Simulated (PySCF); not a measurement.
Point-charge models of `CC1=NSN=C1SC(F)(F)F` against its computed dipole.

Coordinates (GFN2-xTB, Å) and charges (e) from the PBE0/pcSseg-1 density (PySCF):

```
atom       x       y       z  Mulliken      IAO  Hirshfeld  ESP-fitted
  C1  -2.199  -0.834  -0.583   -0.1415  -0.4420    -0.1153     -0.5672
  C2  -1.406   0.287  -0.029   +0.0150  +0.0957    +0.0475     +0.5096
  N3  -1.935   1.416   0.375   -0.4800  -0.4527    -0.1887     -0.4705
  S4  -0.780   2.414   0.928   +0.5527  +0.6892    +0.2509     +0.3322
  N5   0.469   1.411   0.663   -0.4913  -0.4658    -0.2006     -0.3044
  C6   0.009   0.298   0.146   -0.0555  -0.0534    +0.0080     +0.0537
  S7   1.057  -1.041  -0.283   +0.1742  +0.1692    +0.0325     -0.1340
  C8   2.667  -0.280   0.149   +0.6958  +0.7246    +0.2498     +0.4403
  F9   2.913   0.812  -0.562   -0.2337  -0.2544    -0.0821     -0.1424
 F10   3.632  -1.158  -0.113   -0.2470  -0.2647    -0.0857     -0.1002
 F11   2.750   0.033   1.436   -0.2323  -0.2531    -0.0812     -0.1416
 H12  -3.212  -0.500  -0.788   +0.1496  +0.1780    +0.0603     +0.1702
 H13  -1.734  -1.203  -1.496   +0.1442  +0.1620    +0.0498     +0.1750
 H14  -2.232  -1.654   0.134   +0.1497  +0.1675    +0.0549     +0.1792
```

**Question.** Form Σ q r in debye for every column and set it beside the full dipole.

**Answer.** The full density gives (-1.65, -1.16, -0.61) D, 2.11 D in size; dipole vectors point from the negative to the positive end.

```csv
scheme,μx,μy,μz,size (D),share of the full size (%),angle to the full dipole (°)
Mulliken,-3.29,-3.44,-1.69,5.05,239,11
IAO,-2.68,-0.49,-0.39,2.75,130,26
Hirshfeld,-1.03,-0.42,-0.25,1.14,54,13
ESP-fitted,-1.66,-1.15,-0.61,2.11,100,1
```

**Question.** Which set comes closest?

**Answer.** Length of the difference vector: ESP-fitted 0.02 D, Hirshfeld 1.04 D, IAO 1.24 D, Mulliken 3.00 D. Closest: ESP-fitted. ESP charges are fitted to the potential around the molecule, whose slowest-falling term is the dipole's. 

**Question.** What is left for the Hirshfeld atoms' own dipoles?

**Answer.** The Hirshfeld atoms' densities add up to the full density, so μ = Σ q r + Σ (atomic dipoles). The atomic dipoles sum to (-1.65, -1.16, -0.61) − (-1.03, -0.42, -0.25) = (-0.62, -0.74, -0.36) D, 1.04 D in size.

**Question.** With the origin at the mean of the coordinates, (0.000, 0.000, -0.002) Å, which are the largest single terms, by size, of the Mulliken dipole along the direction of the full one?

**Answer.** C8 -6.60, N5 +3.16, F11 +2.89, F9 +2.88, S4 -2.63 D; all 14 atoms together +4.96 D. The single terms depend on the origin, their sum doesn't.

**Question.** Give the size of the full dipole in other units.

**Answer.** 2.11 D = 0.832 au = 0.440 e·Å = 7.05 × 10⁻³⁰ C·m.

Geometry: GFN2-xTB, one conformer, isolated molecule.

Conformer computed: `[CH3:1][c:2]1[n:3][s:4][n:5][c:6]1[S:7][C:8]([F:9])([F:10])[F:11]`: N5–C6–S7–C8 -2°, C6–S7–C8–F9 -61°.
